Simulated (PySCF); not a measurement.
Magnetic shielding above rings: a mixed set.

Definitions: NICS(0) = −σiso at the ring centroid; NICS(1) = −σiso and NICS(1)zz = −σzz at ±1 Å along the ring normal z. Level: GIAO PBE0/pcSseg-1 (PySCF, non-relativistic, gas phase) on the GFN2-xTB geometries, one conformer each. Atom numbers follow the mapped SMILES.

Question: Order these rings by mean NICS(1)zz, lowest (most negative) first (ppm).
A. ring Si2–Si3–C4–Si5–C6–Si7 in `[SH:1][SiH:2]1[SiH2:3][CH2:4][SiH2:5][CH2:6][SiH2:7]1`
B. ring C5–C6–O7–C8–C10 in `[CH3:1][O:2][C:3](=[O:4])[c:5]1[cH:6][o:7][c:8]([SiH3:9])[cH:10]1`
C. ring Si4–Si5–Si6–Si7 in `[CH3:1][S:2][CH2:3][SiH:4]1[SiH2:5][SiH2:6][SiH2:7]1`
D. ring C2–N3–N4–C5–C7–C8 in `[CH3:1][c:2]1[n:3][n:4][c:5]([F:6])[cH:7][c:8]1[F:9]`
E. ring C3–O4–C5–C6–O8 in `[CH3:1][O:2][C@@H:3]1[O:4][CH2:5][C@H:6]([CH3:7])[O:8]1`
F. ring C4–C5–C6–S7–C8 in `[CH3:1][P@@:2](=[O:3])([c:4]1[cH:5][cH:6][s:7][cH:8]1)[C:9]([F:10])([F:11])[F:12]`
G. ring Si5–S6–C7–C8–S9 in `[CH3:1][C:2]([CH3:3])([CH3:4])[SiH:5]1[S:6][CH2:7][CH2:8][S:9]1`

Answer: F (-27.5), D (-26.1), B (-25.1), E (-8.2), G (-3.3), A (4.7), C (8.0).

```
                      SMILES                                                      ring  NICS(0)  NICS(1)  NICS(1)zz  HOMA  rms pucker (Å)  ring atoms with four or more neighbours
 C[P@@](=O)(c1ccsc1)C(F)(F)F         5-membered ring with S; formal bonds all aromatic    -12.6    -11.6      -27.5  0.81            0.00                                        0
               Cc1nnc(F)cc1F       6-membered ring with 2 N; formal bonds all aromatic     -8.8    -11.3      -26.1  0.95            0.00                                        0
      COC(=O)c1coc([SiH3])c1         5-membered ring with O; formal bonds all aromatic    -11.1    -10.3      -25.1  0.49            0.00                                        0
       CO[C@@H]1OC[C@H](C)O1         5-membered ring with 2 O; formal bonds all single    -10.1     -3.7       -8.2     –            0.14                                        3
         CC(C)(C)[SiH]1SCCS1  5-membered ring with 2 S and Si; formal bonds all single     -9.2     -5.3       -3.3     –            0.24                                        3
S[SiH]1[SiH2]C[SiH2]C[SiH2]1        6-membered ring with 4 Si; formal bonds all single     -1.9     -1.8        4.7     –            0.29                                        6
CSC[SiH]1[SiH2][SiH2][SiH2]1        4-membered ring with 4 Si; formal bonds all single      2.9     -0.5        8.0     –            0.03                                        4
```

NICS(0) gives another order. The isotropic NICS(1) gives another order. HOMA uses Krygowski's 1993 parameters; it is left out where a ring has a four-coordinate atom, a triple bond, no multiple bond or a kind of bond without parameters. NICS(1) and NICS(1)zz are means over the two faces.
